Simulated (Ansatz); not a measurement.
```yaml
crystal:
  periodic: [false, false, false]
  atoms:
    - {symbol: Al, position_ang: [-0.941946, -0.989218, -1.528020]}
    - {symbol: Al, position_ang: [-0.750040, -1.356512, 1.340562]}
    - {symbol: Al, position_ang: [0.750061, 1.356493, -1.340552]}
    - {symbol: Al, position_ang: [0.941953, 0.989201, 1.528007]}
    - {symbol: As, position_ang: [-1.036461, 0.966223, -2.737836]}
    - {symbol: As, position_ang: [2.537913, 1.749230, 0.054351]}
    - {symbol: As, position_ang: [-0.848952, -2.946222, -0.320596]}
    - {symbol: As, position_ang: [-0.652529, 0.230795, 3.004085]}
basis:
  gaussian: {orbitals: def2-TZVP, initial_orbitals: start.molden}
hamiltonian: {xc: {name: wB97X-V}}
scf: {omitted_lower_state_checks: [starts]}
output: {orbitals: {seedname: orbitals}}
```

The file start.molden holds the orbitals of an earlier run on this structure, at another level or in another basis.

```sh
$ ansatz run in.yaml --threads 4 --pin off --events-out ev --progress --plain --max-ram 4787MiB
```

Task: Does this run fit into the memory that it is given?

Result: No. It has 340 basis functions, and Ansatz plans for 6 GiB where 5 GiB are given.
